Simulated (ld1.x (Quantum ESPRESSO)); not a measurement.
**Configuration tests for gallium (PAW)**

* Element: Ga
* Generator: ld1.x (Quantum ESPRESSO) 7.5
* Type: PAW
* Functional: PBE
* Relativity: non-relativistic
* Frozen core: [Ar]
* Valence charge: 13
* Reference configuration: 3d10 4s2 4p1
* Partial waves: 4s (bound): rcut 2.20, rcutus 2.30 bohr; 4s channel at 0.4 Ry: rcut 2.20, rcutus 2.30 bohr; 4p (bound): rcut 2.45, rcutus 2.65 bohr; 4p channel at 3.45 Ry: rcut 2.45, rcutus 2.65 bohr; 3d (bound): rcut 1.25, rcutus 1.35 bohr; 3d channel at -0.8 Ry: rcut 1.25, rcutus 1.35 bohr
* Local potential: all-electron potential smoothed inside 1.50 bohr (lloc = -1)
* Core correction: Bessel-smoothed model core inside 1.20 bohr
* Augmentation charge: PSQ, radius 0.90 bohr

Energies are relative to the spin-unpolarised reference configuration 3d10 4s2 4p1; without spin polarisation the order of configurations can differ from experiment.

```tsv
valence configuration	charge	ΔE all-electron (eV)	error AE − PS (meV)
3d10 4s2 4p0	+1	5.722	+0.3
3d10 4s0 4p0	+3	57.237	-9.5
3d9 4s2 4p1	+1	28.389	-115
3d9 4s0 4p0	+4	121.546	-381
3d10 4s0 4p3	0	12.760	-0.4
3d10 4s1 4p1	+1	12.767	+0.1
```

Question: What are ΔE and the potential's error for 3d10 4s1 4p0?

Answer: ΔE = 26.484 eV all-electron; the error (AE − PS) is -1.8 meV.

Levels in the configuration 3d10 4s0 4p0:

```csv
level,all-electron (eV),pseudo (eV)
3d,-52.852,-52.872
```
